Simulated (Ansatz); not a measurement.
Sn2H6S⁺, that is (H3Sn)2S with one electron fewer. The state is a doublet with charge 1. Geometry r2SCAN-D4/def2-SVP, that of the neutral singlet; atoms count from 1.

```xyz
9

Sn    1.841    0.132   -0.151
H     1.940   -1.326   -1.048
H     3.308    0.468    0.657
H     1.385    1.424   -1.184
S     0.181   -0.109    1.610
Sn   -1.831   -0.137    0.244
H    -3.084   -0.622    1.299
H    -2.117    1.429   -0.390
H    -1.623   -1.259   -1.037
```

In the def2 sets Sn takes a core potential; there is no spin–orbit coupling.

Estimate the Mulliken populations from the PBE0/def2-TZVP orbitals of Ansatz.


```
atom  charge (e)  spin (α − β)
 Sn1        0.36         -0.04
  H2        0.06          0.05
  H3        0.05          0.00
  H4        0.06          0.03
  S5       -0.06          0.91
 Sn6        0.36         -0.04
  H7        0.05          0.00
  H8        0.06          0.05
  H9        0.05          0.03
```
Mulliken values and Mayer orders depend strongly on the basis.

Where does the spin sit?

Summed by element: Sn -0.08, H 0.17, S 0.91, of 1 unpaired in all. Largest on single atoms: S5 0.91, H8 0.05, H2 0.05.

And the Mayer bond orders between bonded heavy atoms (over 0.3)?

Sn1–S5 0.79 (2.43 Å); S5–Sn6 0.79 (2.43 Å).
